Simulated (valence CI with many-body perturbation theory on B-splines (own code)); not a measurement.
## Sc IX in three bases

Computed by valence CI with perturbative core correlation (CI+MBPT): three valence electrons over a frozen Dirac-Fock core [Ne], radial functions for each j: 9 s, 9 p, 8 d, 6 f, 3 g, 1 h, with the one-electron correlation potential Σ1, the two-electron term Σ2, the three-electron term Σ3, Breit, model QED; selected CI, second order for the rest, scaled by the run's own slope (own B-spline code, finite nucleus).

No measured spectrum was set against this ion. As an estimate, levels of excited configurations hold to 0.05 to 0.15 % of their energy, terms of the ground configuration to about 0.5 %.

The reference run has the lowest level 3s²3p ²P°_1/2 and an ionisation energy of 180.744 eV. Its largest variational space holds 8875 state functions.

Names give the largest LS component (configuration and term), which can be under half, so a name can repeat, a term be missing and a line seem to break the LS rules; names also repeat where a configuration has a term twice.

Changed runs:
A. basis 6 s, 6 p, 5 d, 3 f, 1 g
B. basis 5 s, 5 p, 4 d, 2 f

Excitation energies of the reference run in cm⁻¹, and shifts in cm⁻¹:

| Level | Reference | A | B |
| --- | --- | --- | --- |
| 3s²3p ²P°_3/2 | 5769 | -1.2 | -2.1 |
| 3s3p² ⁴P_1/2 | 144897 | -91 | -270 |
| 3s3p² ⁴P_3/2 | 147047 | -92 | -272 |
| 3s3p² ⁴P_5/2 | 150181 | -92 | -271 |
| 3s3p² ²D_3/2 | 191622 | +25 | +88 |
| 3s3p² ²D_5/2 | 192001 | +25 | +88 |
| 3s3p² ²S_1/2 | 240616 | +164 | +518 |
| 3s3p² ²P_1/2 | 256104 | +106 | +351 |
| 3s3p² ²P_3/2 | 259434 | +103 | +343 |
| 3s²3d ²D_3/2 | 313916 | +251 | +878 |
| 3s²3d ²D_5/2 | 314271 | +250 | +877 |
| 3p³ ²D°_3/2 | 374296 | -40 | -167 |
| Ionisation energy (eV) | 180.744 | -0.012 | -0.036 |
